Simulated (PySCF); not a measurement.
# `C#C[C@](F)(Cl)[C@H](F)CC`, C6H7ClF2

Molfile (atoms numbered from 1):
```
C6H7ClF2
     RDKit          3D

 16 15  0  0  0  0  0  0  0  0999 V2000
    2.8285    0.8741   -0.8623 C   0  0  0  0  0  0  0  0  0  0  0  0
    2.1271    0.0735   -0.3148 C   0  0  0  0  0  0  0  0  0  0  0  0
    1.2975   -0.9130    0.3398 C   0  0  2  0  0  0  0  0  0  0  0  0
    1.3876   -0.7944    1.7031 F   0  0  0  0  0  0  0  0  0  0  0  0
    1.9157   -2.5544   -0.0854 Cl  0  0  0  0  0  0  0  0  0  0  0  0
   -0.1921   -0.8012   -0.0411 C   0  0  2  0  0  0  0  0  0  0  0  0
   -0.3150   -1.0169   -1.3920 F   0  0  0  0  0  0  0  0  0  0  0  0
   -0.7620    0.5702    0.3139 C   0  0  0  0  0  0  0  0  0  0  0  0
   -2.2681    0.6159    0.0846 C   0  0  0  0  0  0  0  0  0  0  0  0
    3.4370    1.5773   -1.3488 H   0  0  0  0  0  0  0  0  0  0  0  0
   -0.7449   -1.6066    0.4597 H   0  0  0  0  0  0  0  0  0  0  0  0
   -0.2651    1.3170   -0.3086 H   0  0  0  0  0  0  0  0  0  0  0  0
   -0.5310    0.7798    1.3590 H   0  0  0  0  0  0  0  0  0  0  0  0
   -2.6475    1.6101    0.3030 H   0  0  0  0  0  0  0  0  0  0  0  0
   -2.7770   -0.0975    0.7286 H   0  0  0  0  0  0  0  0  0  0  0  0
   -2.4984    0.3751   -0.9502 H   0  0  0  0  0  0  0  0  0  0  0  0
  1  2  3  0
  2  3  1  0
  3  4  1  1
  3  5  1  0
  3  6  1  0
  6  7  1  0
  6  8  1  0
  8  9  1  0
  1 10  1  0
  6 11  1  1
  8 12  1  0
  8 13  1  0
  9 14  1  0
  9 15  1  0
  9 16  1  0
M  END
```

The calculation used PySCF 2.14.0, TDDFT BHandHLYP/def2-SVPD circular dichroism and optical rotation, one conformer, gas phase. Geometry: GFN2-xTB.

The molecule is flexible and this is one conformer; a measurement averages over conformers.

Q: Draw the ECD and absorption spectra from the lowest 16 states, each a Gaussian of half-width 0.3 eV at 1/e height.

A: 
```tsv
E (eV)	λ (nm)	Δε (L mol⁻¹ cm⁻¹)	ε (L mol⁻¹ cm⁻¹)
5.66	219	+0.10	8.89
5.81	213	+0.40	39.3
5.96	208	+0.99	118
6.11	203	+1.36	267
6.26	198	+0.81	485
6.41	193	-0.39	671
6.56	189	-1.06	639
6.71	185	-0.65	424
6.86	181	+0.23	305
7.01	177	+0.06	422
7.16	173	-2.82	636
7.31	170	-7.01	718
7.46	166	-8.07	567
7.61	163	-5.16	302
7.76	160	-1.91	116
7.91	157	-0.20	152
8.06	154	+1.48	856
8.21	151	+6.43	3570
8.36	148	+17.53	9660
8.51	146	+32.22	17300
8.66	143	+41.65	21100
8.81	141	+38.76	18800
8.96	138	+23.49	13900
9.11	136	+0.65	11100
9.26	134	-20.15	10700
9.41	132	-27.80	10300
```
Δε uses R in velocity form, ε uses f in length form. Only the states computed contribute, so the short-wavelength end is incomplete.
